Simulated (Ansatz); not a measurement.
Born–Oppenheimer molecular dynamics of CH$_{5}$FOSiTe (10 atoms, charge 0, multiplicity 1). It starts at the highest image of a converged band. Of that band: Neighbouring images differ by up to 1.2 eV, so the band resolves the path poorly. A vibrational analysis at the climbing image gives one clearly imaginary mode, 1308i cm⁻¹: a first-order saddle point.

Level of theory: Ansatz 0.2.0, RKS BLYP-D4/def2-SVP.

```yaml
ensemble: NVE (velocity Verlet)
time_step: 0.5 fs
steps_asked: 200
starting_velocities_drawn_for: 100 K
seed: 4895
```

First frame:

```xyz
10
Properties=species:S:1:pos:R:3
C -1.554 -0.288 0.834
Te -0.108 1.282 1.460
Si 1.003 1.061 -0.849
O 1.769 -0.718 -0.786
F -0.243 0.713 -1.879
H -0.986 -1.141 0.426
H -2.222 0.141 0.070
H -2.114 -0.586 1.738
H 2.468 0.382 -1.148
H 2.070 -0.895 0.137
```

**Question.** How far do the bonds stretch over the last three quarters of this one trajectory? (Pairs bonded in most of those frames.)

**Answer.** 
| bond | mean (Å) | spread (Å) | shortest | longest |
| --- | --- | --- | --- | --- |
| C1–Te2 | 2.215 | 0.019 | 2.19 | 2.24 |
| C1–H6 | 1.103 | 0.011 | 1.09 | 1.12 |
| C1–H7 | 1.103 | 0.012 | 1.08 | 1.12 |
| C1–H8 | 1.104 | 0.011 | 1.08 | 1.12 |
| Te2–Si3 | 2.675 | 0.072 | 2.49 | 2.75 |
| Si3–F5 | 1.684 | 0.033 | 1.63 | 1.73 |
| O4–H9 | 0.997 | 0.055 | 0.91 | 1.08 |
| O4–H10 | 0.987 | 0.021 | 0.94 | 1.03 |

Mean temperature of the second half: 684 K. The conserved energy stayed within 0.28 meV per atom of its start (net change -0.14 meV per atom), so the integration is sound. The system heated up, since it started high on the potential surface and ran downhill. A run of 0.1 ps of so small a system gives no equilibrium averages. The orbitals stay closed-shell, which can raise the energy where a bond breaks towards radicals; this wasn't checked here.

The run took 6.6 min on 2 threads of Arm Neoverse V2, on a shared host, peak memory 0.15 GiB.
